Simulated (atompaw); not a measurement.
PBE PAW (atompaw) dataset for Ga, scalar-relativistic all-electron reference.

```
Element                 : Ga
Generator               : atompaw 4.2.0.5
Type                    : PAW
Functional              : PBE
Relativity              : scalar-relativistic
Frozen core             : [Ar]
Valence charge          : 13
Reference configuration : 3d10 4s1 4p2
Partial waves           : 4s (bound): rc 2.10 bohr; 4s channel at -0.3 Ry: rc 1.74 bohr; 4p (bound): rc 2.10 bohr; 4p channel at 3.2 Ry: rc 2.10 bohr; 3d (bound): rc 1.25 bohr; 3d channel at 2.15 Ry: rc 1.25 bohr
Local potential         : troulliermartins scheme with l = 3 at 0 Ry, radius 2.00 bohr
Core correction         : smooth core density matched at 1.85 bohr
Augmentation charge     : sinc compensation charge, radius 1.95 bohr; PAW radius 2.10 bohr; waves and projectors: custom rrkj gramschmidtortho
```

Poles of the logarithmic derivatives, all-electron (AE) and pseudo (PS). s: poles at 1.9 (AE) and 1.9 (PS) Ry. p: poles at 3.4 (AE) and 3.4 (PS) Ry. d: poles at -1.4 (AE) and -1.4 (PS) Ry. Test radius 2.10 bohr.

* Cutoffs needed: 80 Ry and 140 Ry (the cutoffs (Ry, on a coarse ladder) from which the occupation-weighted sum of valence levels, in a spherical-Bessel basis at the reference potential, stays within 10 and 1 mRy of its value at 400 Ry)
* Ghost test: no extra level below or beside the all-electron valence levels (s, p, d, f tested) (spherical-Bessel basis up to 400 Ry, 20 bohr box)
* Lowest eigenvalue of the overlap operator: 0.06 (s channel)
* Overlap eigenvalues printed by atompaw (projector basis): 0.001, 0.14, 0.936, 5.48, 6.59, 9.04
* Share of each valence orbital outside the PAW sphere: 4s 53 %, 4p 78 %, 3d 2 %
